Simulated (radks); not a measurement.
The numbers below are computed, except where a source is named.
Charge is removed step by step from the 6s level of neutral tantalum, starting from [Xe] 4f14 5d3 6s2. Level of theory: scalar-relativistic Kohn-Sham, SCAN, spin-unpolarised, spherical densities, finite nucleus; meta-GGA in the generalised Kohn-Sham scheme; Fermi nuclear charge, rms radius 5.3507 fm (a radial shooting solver on a logarithmic mesh with Libxc functionals).

| removed (e) | E - E(0) (eV) | eigenvalue (eV) | E minus straight line (eV) |
|---|---|---|---|
| 0 | 0.000 | -5.750 | 0.000 |
| 0.25 | 1.632 | -7.333 | -0.568 |
| 0.5 | 3.654 | -8.842 | -0.747 |
| 0.75 | 6.047 | -10.299 | -0.556 |
| 1 | 8.803 | -11.788 | 0.000 |

Removing the whole electron costs 8.803 eV by Delta-SCF, against 5.750 eV from minus the eigenvalue at the starting occupation. Slater's transition state (half an electron removed) gives 8.842 eV. Integrating minus the eigenvalue over the occupation (Janak's theorem) gives 8.813 eV. In this scalar-relativistic scheme the density is built from large components alone, so the theorem holds only approximately. The mean slope of the eigenvalue, de/dn, is 6.04 eV per electron. Ionisation energy of Ta in the NIST Atomic Spectra Database: 7.550 eV (measured).

Beside tabulated values, note that spin-unpolarised runs miss the spin-polarisation part of the exchange energy of open shells.
